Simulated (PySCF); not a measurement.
BLYP on Re⁻ (rhenium, charge -1), [Xe] 4f14 5d6 6s2, high-spin 5D determinant. All numbers are calculated (PySCF 2.14, a scalar-relativistic core potential, in aug-cc-pVTZ-PP with ECP60MDF).

```
cycle= 1 E= -78.4617797498788  delta_E= -0.0293  |g|= 0.0404  |ddm|= 1.11
cycle= 2 E= -78.460673045152  delta_E= 0.00111  |g|= 0.0577  |ddm|= 0.105
cycle= 3 E= -78.4612829972059  delta_E= -0.00061  |g|= 0.0385  |ddm|= 0.201
cycle= 4 E= -78.4626111612918  delta_E= -0.00133  |g|= 0.00481  |ddm|= 0.12
cycle= 5 E= -78.462634002605  delta_E= -2.28e-05  |g|= 0.00103  |ddm|= 0.0182
cycle= 6 E= -78.4626350334873  delta_E= -1.03e-06  |g|= 0.000117  |ddm|= 0.00326
cycle= 7 E= -78.4626350478076  delta_E= -1.43e-08  |g|= 5.53e-06  |ddm|= 0.000361
cycle= 8 E= -78.4626350478317  delta_E= -2.41e-11  |g|= 2.16e-06  |ddm|= 2.36e-05
converged SCF energy = -78.4626350478317  <S^2> = 6.0773752  2S+1 = 5.0308549
```

Highest occupied orbital energy: 2.598 eV; ⟨L²⟩ = 6.04; populations by l: s 4.00, p 6.00, d 6.00, f 0.00.

(1) Can this result be used?

Answers

(1) With care. The calculation finished and met its thresholds. Energies and moments cover only the electrons outside the core potential. Spin-orbit coupling, absent here, splits the open shell strongly. ⟨S²⟩ = 6.08 against 6.00 shows spin contamination. At BLYP the highest occupied level has a positive energy, so only the finite basis holds that electron; in a semilocal or global hybrid functional this comes from self-interaction and does not mean that the real anion is unbound.
